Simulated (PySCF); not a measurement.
PySCF job for Si(F)2(Et)(NH2) (C2H7F2NSi), SMILES F[Si](N)(F)CC, TDA-PBE/def2-SVPD. The structure is a stationary point at B3LYP-D3(BJ)/def2-SVP. The values are those of a single conformer.

```python
import numpy as np
from pyscf import gto, scf, dft, tdscf

mol = gto.M(
    atom='''
    C    -1.93927490   -1.17982214    0.79950456
    C    -1.27948144    0.20604215    0.74894468
    Si    0.34824574    0.22143373   -0.14148496
    N     1.50040192   -0.79403896    0.59983074
    F     0.83774709    1.76658221   -0.29041193
    F     0.19905887   -0.29331957   -1.67332568
    H    -1.28316243   -1.91533148    1.29076505
    H    -2.14511369   -1.55599126   -0.21500884
    H    -2.89384541   -1.15591008    1.34831093
    H    -1.11248259    0.59792730    1.76903902
    H    -1.94034306    0.94121927    0.25757815
    H     1.63790423   -0.78474989    1.60491125
    H     2.34007337   -1.08564711    0.10932203
    ''',
    basis='def2-SVPD',
    charge=0,
    spin=0,
    max_memory=1600,
    verbose=4,
)
mf = dft.RKS(mol, xc='pbe').density_fit(auxbasis='def2-universal-jkfit')
mf.grids.level = 3
mf.conv_tol = 1e-9
mf.max_cycle = 100
mf.kernel()
mf.grids = dft.Grids(mol).set(level=1).build(with_non0tab=True)  # coarser grid for the response kernel
td = tdscf.TDA(mf)
td.singlet = True
td.nstates = 10
td.conv_tol = 1e-4
td.positive_eig_threshold = 1e-6
td.kernel(x0=td.get_init_guess(mf, 15))
td.analyze()
tt = tdscf.TDA(mf)
tt.singlet = False
tt.nstates = 4
tt.conv_tol = 1e-4
tt.positive_eig_threshold = 1e-6
tt.kernel(x0=tt.get_init_guess(mf, 9))
tt.analyze(verbose=3)
```

Log of the run:

```
PySCF version 2.14.0

[INPUT] verbose = 4
[INPUT] num. atoms = 13
[INPUT] num. electrons = 58
[INPUT] charge = 0
[INPUT] spin (= nelec alpha-beta = 2S) = 0
[INPUT] symmetry False subgroup None
[INPUT] Mole.unit = angstrom
[INPUT] Symbol           X                Y                Z      unit          X                Y                Z       unit  Magmom
[INPUT]  1 C     -1.939274900000  -1.179822140000   0.799504560000 AA   -3.664698441243  -2.229540720298   1.510844653741 Bohr   0.0
[INPUT]  2 C     -1.279481440000   0.206042150000   0.748944680000 AA   -2.417869503064   0.389363233617   1.415300327650 Bohr   0.0
[INPUT]  3 Si     0.348245740000   0.221433730000  -0.141484960000 AA    0.658089072646   0.418449104441  -0.267367825145 Bohr   0.0
[INPUT]  4 N      1.500401920000  -0.794038960000   0.599830740000 AA    2.835348705572  -1.500516166634   1.133515819695 Bohr   0.0
[INPUT]  5 F      0.837747090000   1.766582210000  -0.290411930000 AA    1.583112561751   3.338356553429  -0.548799011006 Bohr   0.0
[INPUT]  6 F      0.199058870000  -0.293319570000  -1.673325680000 AA    0.376166746965  -0.554293654275  -3.162127252402 Bohr   0.0
[INPUT]  7 H     -1.283162430000  -1.915331480000   1.290765050000 AA   -2.424825566031  -3.619451934958   2.439192435661 Bohr   0.0
[INPUT]  8 H     -2.145113690000  -1.555991260000  -0.215008840000 AA   -4.053677380155  -2.940397333617  -0.406307821960 Bohr   0.0
[INPUT]  9 H     -2.893845410000  -1.155910080000   1.348310930000 AA   -5.468575271730  -2.184353475824   2.547938388458 Bohr   0.0
[INPUT] 10 H     -1.112482590000   0.597927300000   1.769039020000 AA   -2.102287413447   1.129918839401   3.342999251469 Bohr   0.0
[INPUT] 11 H     -1.940343060000   0.941219270000   0.257578150000 AA   -3.666716971101   1.778646643463   0.486752159172 Bohr   0.0
[INPUT] 12 H      1.637904230000  -0.784749890000   1.604911250000 AA    3.095190412967  -1.482962368383   3.032842716733 Bohr   0.0
[INPUT] 13 H      2.340073370000  -1.085647110000   0.109322030000 AA    4.422097780688  -2.051575705826   0.206588696081 Bohr   0.0

nuclear repulsion = 334.177194114244
number of shells = 80
number of NR pGTOs = 268
number of NR cGTOs = 186
basis = def2-SVPD
ecp = {}


[settings echo left out]
init E= -623.889524500488
  HOMO = -0.325122748297451  LUMO = -0.0437843019796378  gap/eV = 7.65561
cycle= 1 E= -623.535396330448  delta_E= 0.354  |g|= 0.887  |ddm|= 4.89
  HOMO = -0.14843073813971  LUMO = 0.00103545117626513  gap/eV = 4.06718
cycle= 2 E= -623.188437388785  delta_E= 0.347  |g|= 1.63  |ddm|= 2.54
  HOMO = -0.246567859790625  LUMO = -0.0195982425413375  gap/eV = 6.17616
cycle= 3 E= -623.692450532235  delta_E= -0.504  |g|= 0.131  |ddm|= 1.63
  HOMO = -0.250354720276695  LUMO = -0.0210814696050843  gap/eV = 6.23884
cycle= 4 E= -623.695512273878  delta_E= -0.00306  |g|= 0.0574  |ddm|= 0.184
  HOMO = -0.244842917812844  LUMO = -0.0197412967949795  gap/eV = 6.12533
cycle= 5 E= -623.696214362034  delta_E= -0.000702  |g|= 0.0111  |ddm|= 0.0736
  HOMO = -0.246928327891993  LUMO = -0.0200998615012113  gap/eV = 6.17232
cycle= 6 E= -623.69623539502  delta_E= -2.1e-05  |g|= 0.00637  |ddm|= 0.0218
  HOMO = -0.246366745351132  LUMO = -0.0200947132379818  gap/eV = 6.15718
cycle= 7 E= -623.696244338635  delta_E= -8.94e-06  |g|= 0.000659  |ddm|= 0.00698
  HOMO = -0.246411959463083  LUMO = -0.0201113105119308  gap/eV = 6.15795
cycle= 8 E= -623.696244414838  delta_E= -7.62e-08  |g|= 0.00027  |ddm|= 0.00102
  HOMO = -0.246425359567724  LUMO = -0.02011503962945  gap/eV = 6.15822
cycle= 9 E= -623.696244426591  delta_E= -1.18e-08  |g|= 0.000105  |ddm|= 0.000318
  HOMO = -0.246425996955335  LUMO = -0.0201159639044399  gap/eV = 6.15821
cycle= 10 E= -623.696244428468  delta_E= -1.88e-09  |g|= 2.24e-05  |ddm|= 0.000125
  HOMO = -0.246425025113331  LUMO = -0.0201155573120464  gap/eV = 6.15819
cycle= 11 E= -623.696244428574  delta_E= -1.06e-10  |g|= 8.85e-06  |ddm|= 5.19e-05
  HOMO = -0.246425233779652  LUMO = -0.0201157962579988  gap/eV = 6.15819
Extra cycle  E= -623.696244428556  delta_E= 1.74e-11  |g|= 1.38e-05  |ddm|= 3.72e-05
converged SCF energy = -623.696244428556
tot grids = 49800
Overwritten attributes  positive_eig_threshold  of <class 'pyscf.tdscf.rks.TDA'>


******** <class 'pyscf.tdscf.rks.TDA'> for <class 'pyscf.df.df_jk.DFRKS'> ********
nstates = 10 singlet
deg_eia_thresh = 1.000e-03
wfnsym = None
conv_tol = 0.0001
eigh lindep = 1e-12
eigh level_shift = 0
eigh max_cycle = 100


Excitation energies (eV)
[6.28430979 7.15069461 7.22288444 7.45036221 7.55325149 7.89870508
 8.07519442 8.10257692 8.34367351 8.43152498]

** Singlet excitation energies and oscillator strengths **
Excited State   1:      6.28431 eV    197.29 nm  f=0.0417
      29 -> 30       -0.70297
Excited State   2:      7.15069 eV    173.39 nm  f=0.0168
      28 -> 30       -0.65971
      29 -> 31       -0.24918
Excited State   3:      7.22288 eV    171.65 nm  f=0.0263
      28 -> 30        0.24939
      29 -> 31       -0.64078
      29 -> 32        0.10146
Excited State   4:      7.45036 eV    166.41 nm  f=0.0040
      29 -> 32        0.64287
      29 -> 33        0.27887
Excited State   5:      7.55325 eV    164.15 nm  f=0.0094
      29 -> 32        0.25991
      29 -> 33       -0.64307
Excited State   6:      7.89871 eV    156.97 nm  f=0.0020
      29 -> 34       -0.70514
Excited State   7:      8.07519 eV    153.54 nm  f=0.0007
      27 -> 30        0.69190
      28 -> 31       -0.14110
Excited State   8:      8.10258 eV    153.02 nm  f=0.0394
      27 -> 30       -0.14213
      28 -> 31       -0.68181
Excited State   9:      8.34367 eV    148.60 nm  f=0.0430
      29 -> 35       -0.68053
      29 -> 36       -0.10187
Excited State  10:      8.43152 eV    147.05 nm  f=0.0215
      28 -> 32        0.69578

** Transition electric dipole moments (AU) **
state          X           Y           Z        Dip. S.      Osc.
  1         0.3270      0.4046     -0.0072      0.2707      0.0417
  2        -0.2946      0.0136      0.0942      0.0959      0.0168
  3         0.2167     -0.3166     -0.0388      0.1487      0.0263
  4        -0.1401      0.0156     -0.0434      0.0218      0.0040
  5        -0.2184     -0.0527     -0.0183      0.0508      0.0094
  6        -0.0764     -0.0573      0.0383      0.0106      0.0020
  7         0.0313     -0.0107     -0.0475      0.0034      0.0007
  8         0.4129      0.1490     -0.0766      0.1985      0.0394
  9         0.3741     -0.2601      0.0508      0.2102      0.0430
 10        -0.1968     -0.0883      0.2402      0.1042      0.0215

** Transition velocity dipole moments (imaginary part, AU) **
state          X           Y           Z        Dip. S.      Osc.
  1         0.0698      0.0838      0.0001      0.0119      0.0343
  2        -0.0771      0.0021      0.0227      0.0065      0.0164
  3         0.0322     -0.0667     -0.0089      0.0056      0.0140
  4        -0.0278     -0.0078      0.0013      0.0008      0.0020
  5        -0.0406     -0.0273     -0.0117      0.0025      0.0061
  6        -0.0134     -0.0162      0.0060      0.0005      0.0011
  7         0.0075     -0.0049     -0.0132      0.0003      0.0006
  8         0.1003      0.0215     -0.0387      0.0120      0.0269
  9         0.0888     -0.0402      0.0112      0.0096      0.0209
 10        -0.0792     -0.0106      0.0588      0.0098      0.0212

** Transition magnetic dipole moments (imaginary part, AU) **
state          X           Y           Z
  1         0.2603     -0.1524     -0.6952
  2        -0.2173     -0.0245     -0.3681
  3        -0.0086     -0.0420      0.4322
  4         0.0885      0.0079      0.1096
  5        -0.0496      0.1560      0.0836
  6         0.0013      0.0342      0.1566
  7         0.3865     -0.0490     -0.3840
  8        -0.3344      0.0120     -0.0735
  9        -0.0899      0.0782      0.0780
 10        -0.2160     -0.1387     -0.0821


******** <class 'pyscf.tdscf.rks.TDA'> for <class 'pyscf.df.df_jk.DFRKS'> ********
nstates = 4 triplet
deg_eia_thresh = 1.000e-03
wfnsym = None
conv_tol = 0.0001
eigh lindep = 1e-12
eigh level_shift = 0
eigh max_cycle = 100


Excitation energies (eV)
[5.99448825 6.93872368 7.02206121 7.305668  ]

** Triplet excitation energies and oscillator strengths **
Excited State   1:      5.99449 eV    206.83 nm  f=0.0000
Excited State   2:      6.93872 eV    178.68 nm  f=0.0000
Excited State   3:      7.02206 eV    176.56 nm  f=0.0000
Excited State   4:      7.30567 eV    169.71 nm  f=0.0000
```

Self-consistency was reached.

Cost: very roughly 100 core-seconds.
